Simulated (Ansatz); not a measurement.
This geometry of GaH$_{3}$ (4 atoms, charge 0, multiplicity 1) is a first-order saddle point.

All numbers below come from RKS revPBE-D4/def2-mTZVP in Ansatz.

```xyz
4
Properties=species:S:1:pos:R:3
Ga 0.420 0.000 -0.582
H 0.492 0.000 1.300
H 1.744 0.000 0.284
H -1.077 0.000 -0.091
```

(1) Which two structures does it join? (They come from a converged band through this point; their orientation in space is the band's.)

(2) How far does it lie above each of them?

Results:

(1) Bonds broken: Ga1–H2, Ga1–H3. Bonds formed: H2–H3. GaH3 becomes GaH + H2.

First end point:

```xyz
4
Properties=species:S:1:pos:R:3
Ga 0.394 0.000 0.228
H 0.395 0.000 1.813
H 1.768 0.000 -0.564
H -0.978 0.000 -0.565
```

Last end point:

```xyz
4
Properties=species:S:1:pos:R:3
Ga -0.059 0.000 -1.297
H 1.078 0.000 1.286
H 1.737 0.000 0.922
H -1.177 0.000 0.001
```

(2) 2.27 eV above the first and 1.60 eV above the second. This is the barrier of this one path; another mechanism may lie lower. The orbitals stay closed-shell, which can raise the energy where a bond breaks towards radicals; this wasn't checked here.

Run time: 53 s on 1 thread of Arm Neoverse V1 (shared host), peak memory 0.089 GiB.
